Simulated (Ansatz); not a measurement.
`CO[SiH2]C#N`. Charge 0, multiplicity 1.

```xyz
10

C    -1.429    0.256   -0.611
O    -0.776    0.272    0.644
Si    0.665   -0.420    0.935
C     1.940    0.321   -0.198
N     2.707    0.781   -0.924
H    -1.608   -0.769   -0.953
H    -2.388    0.760   -0.495
H    -0.840    0.785   -1.367
H     1.049   -0.112    2.325
H     0.679   -1.873    0.644
```

List the harmonic frequencies (cm⁻¹, unscaled) at PBE0-D4/def2-TZVP in Ansatz. (Estimate.)

Computed: 69, 92, 155, 217, 253, 402, 586, 659, 741, 792, 898, 945, 1154, 1184, 1216, 1483, 1494, 1499, 2247, 2297, 2333, 3029, 3098, 3141.

Is this a minimum?

Yes, all 24 modes are real.

Give the ideal-gas thermochemistry at 298.15 K and 1 bar (rigid rotor, harmonic oscillator; point group C1, symmetry number 1).

Zero-point energy 179.3 kJ/mol; H(298) − E = 200.2 kJ/mol; entropy 345.9 J/(mol·K), of which translation 164.6, rotation 111.0, vibration 70.4; G(298) − E = 97.0 kJ/mol. Modes under 100 cm⁻¹ are hindered rotations or soft bends, so the harmonic entropy is rough.
